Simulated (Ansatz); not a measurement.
```yaml
atoms:
  - { symbol: O, position_ang: [1.1301, -0.0455, 0.0065] }
  - { symbol: C, position_ang: [0.3104, 1.1123, 0.0065] }
  - { symbol: C, position_ang: [-0.9610, 0.6995, -0.0474] }
  - { symbol: C, position_ang: [-0.9107, -0.7174, -0.0152] }
  - { symbol: C, position_ang: [0.3998, -1.0699, -0.0038] }
  - { symbol: H, position_ang: [0.8132, 2.0251, -0.0110] }
  - { symbol: H, position_ang: [-1.8303, 1.3554, -0.0429] }
  - { symbol: H, position_ang: [-1.8520, -1.3729, -0.0382] }
  - { symbol: H, position_ang: [0.9015, -2.0588, -0.0157] }
```

Basis set: 6-31G* (spherical functions). Left uncorrelated: 5 orbitals. Charge 0, multiplicity 1.

Computed with Ansatz (development build ahead of 0.2.0); each method stands on the lowest determinant of its kind that the runs found. Restricted open shells among the atoms or ions are ROHF, correlated in semicanonical orbitals with singles.

Task: Give the atomization energy at this shape (free ground-state atoms in the same class of orbitals less the molecule, no zero-point energy) of singlet C₄H₄O by RHF-MP2, RHF.

Result:

```tsv
method	atomization energy
RHF-MP2	40.47 eV
RHF	30.70 eV
```

Caution: the shape is not the minimum.
